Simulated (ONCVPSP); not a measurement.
## Before and after: ONCV potential for fluorine

- Element: fluorine
- Generator: ONCVPSP 4.0.1
- Type: optimised norm-conserving Vanderbilt (ONCV)
- Functional: PBE
- Relativity: scalar-relativistic
- Frozen core: [He]
- Valence charge: 7
- Reference configuration: 2s2 2p5
- Partial waves: 2s: rc 0.70 bohr, ncon 4, nbas 8, qcut 10.1 1/bohr, local; 2p: rc 1.80 bohr, ncon 3, nbas 6, qcut 6.5 1/bohr, 1 projector; d scattering state at 0.31 Ha: rc 1.65 bohr, ncon 5, nbas 8, qcut 6.7 1/bohr, 2 projectors, debl 1.1 Ha
- Local potential: the s channel
- Core correction: polynomial model core, fcfact 0.2

Change: all radii but the core radius scaled by about 1.15 (s 0.80, p 2.06, d 1.90 bohr).

Cutoffs: the cutoffs (Ha) at which the residual kinetic energy of the hardest occupied pseudo-wave falls to 1 and 0.1 mHa per electron; they do not see the model core or the augmentation charge, which bear on the density cutoff. Errors are all-electron minus pseudo energies relative to the spin-unpolarised reference configuration.

Task: How do hardness, ghosts and transferability respond?

Result: The potential gets softer (54 Ha and 279 Ha → 47 Ha and 153 Ha); of the 4 tests that both files solve, the error grows in 4 and shrinks in 0 by more than 15 % and 0.3 meV (median size 2300.7 → 3147.0 meV); neither file shows a bound ghost. A larger radius leaves more room for a smooth pseudo-wave, so fewer plane waves are needed. More of the atom is replaced by a form fitted at one configuration, so other configurations suffer.

| quantity | base | changed |
| --- | --- | --- |
| cutoff, loose | 54 Ha | 47 Ha |
| cutoff, tight | 279 Ha | 153 Ha |
| loose cutoff by channel | s 54 Ha, p 18 Ha | s 47 Ha, p 16 Ha |
| bound ghosts | none | none |
| GHOST(+) flags under 300 eV | none | none |
| error for 2s2 2p4, meV [ΔE 19.39 eV] | +122 | +188 |
| error for 2s2 2p3, meV [ΔE 57.77 eV] | +982 | +1396 |
| error for 2s2 2p2, meV [ΔE 118.41 eV] | +3619 | +4898 |
| error for 2s2 2p1, meV [ΔE 204.21 eV] | +9388 | +12218 |
| rms error of d²Exc/dni dnj with the model core, mHa | 0.85 | 1.42 |

Base: These tests converged, but a pseudo level misses the all-electron one widely, so the file describes the atom poorly there or has found another state: 2s2 2p1: 2p by 7.9 eV. Changed file: These tests converged, but a pseudo level misses the all-electron one widely, so the file describes the atom poorly there or has found another state: 2s2 2p2: 2p by 5.1 eV; 2s2 2p1: 2p by 9.8 eV.
